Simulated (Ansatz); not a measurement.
Start from `NC1C[SiH2]1` and change one atom or group to get `ClBC1C[SiH2]1`.

Ansatz, PBE0-D4/def2-TZVP geometries, multiplicity 1. Each molecule was computed in one conformer, which needn't be the lowest.

```
                                          property  `NC1C[SiH2]1`
             LUMO energy (ωB97M-V/def2-TZVPP) / eV           1.93
             HOMO–LUMO gap (B3LYP/def2-TZVPP) / eV           6.21
    size of the dipole moment (PBE/def2-TZVPP) / D           1.25
size of the dipole moment (ωB97M-V/def2-TZVPP) / D           1.15
           HOMO–LUMO gap (ωB97M-V/def2-TZVPP) / eV          10.47
               HOMO energy (B3LYP/def2-TZVPP) / eV          -6.14
```

**Question.** What does the change do to each property? (An estimate is asked.)

**Answer.** Ansatz gave: 
```csv
property,`ClBC1C[SiH2]1`,shift
LUMO energy (ωB97M-V/def2-TZVPP) / eV,1.02,-0.91
HOMO–LUMO gap (B3LYP/def2-TZVPP) / eV,6.06,-0.15
size of the dipole moment (PBE/def2-TZVPP) / D,2.45,1.20
size of the dipole moment (ωB97M-V/def2-TZVPP) / D,2.51,1.36
HOMO–LUMO gap (ωB97M-V/def2-TZVPP) / eV,10.35,-0.12
HOMO energy (B3LYP/def2-TZVPP) / eV,-7.04,-0.90
```

With PBE0 the HOMO falls by 0.91 eV and the LUMO falls by 1.11 eV, so the gap narrows by about 0.20 eV. PBE moves the HOMO by -1.10 eV and ωB97M-V by -0.79 eV. Dipoles are sizes alone; their direction can turn.

B3LYP here is the variant with VWN-RPA as its local correlation; programs differ in this.
